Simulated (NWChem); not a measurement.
System: diboron tetrafluoride (B$_{2}$F$_{4}$); SMILES FB(F)B(F)F

Here is an NWChem input.

```
start job
memory heap 200 mb stack 900 mb global 1100 mb
geometry units angstroms
  F      0.793358    -0.793358     1.552834
  B      0.000000     0.000000     0.861218
  F     -0.793358     0.793358     1.552834
  B      0.000000     0.000000    -0.861218
  F     -0.793358    -0.793358    -1.552834
  F      0.793358     0.793358    -1.552834
end
basis spherical
  * library sto-3g
end
dft
  xc hfexch
  iterations 150
end
driver
  maxiter 120
end
task dft optimize
task dft freq
```

The level has its own optimisation; frequencies are unscaled.

**Question.** What results follow from this input? (Hartree-Fock/STO-3G.) Quantities: r B–F (Å); r B–B (Å); highest harmonic frequency (cm⁻¹); lowest (cm⁻¹); zero-point energy (kcal/mol).

**Answer.** The r B–F (Å) is 1.309 and the r B–B (Å) comes out as 1.720. The highest harmonic frequency (cm⁻¹) is 1625 and the lowest (cm⁻¹) is 29. The zero-point energy (kcal/mol) comes out as 14.0.
